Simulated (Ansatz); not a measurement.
Compare A (`C[SiH2]CSS`) with its isomer B (`C[SiH2]SSC`).

Calculated with Ansatz (gas phase, PBE0-D4/def2-TZVP geometries, no zero-point term in ΔE). CCSD(T)/CBS adds triple-zeta CCSD(T) − MP2 to the extrapolated MP2 energy (def2 sets, frozen cores). Functionals use def2-TZVPP. B3LYP here is the variant with VWN-RPA as its local correlation; programs differ in this. One conformer a species, not always the lowest.

Problem. Which is lower in electronic energy at CCSD(T)/CBS, and by how much? (An estimate is asked.)

Solution. Computed: B, by 69.1 kJ/mol.

Problem. Give E(B) − E(A) in kJ/mol with PBE0-D4, CCSD(T)/def2-TZVPP, r2SCAN-D4, B3LYP, HF/def2-TZVPP, B3LYP-D4, PBE-D4. (An estimate is asked.)

Solution. Computed: PBE0-D4 -70.4, CCSD(T)/def2-TZVPP -66.6, r2SCAN-D4 -70.7, B3LYP -68.7, HF/def2-TZVPP -71.1, B3LYP-D4 -68.7, PBE-D4 -69.7. None reverses the order clearly.

Largest T1 diagnostic: 0.011.
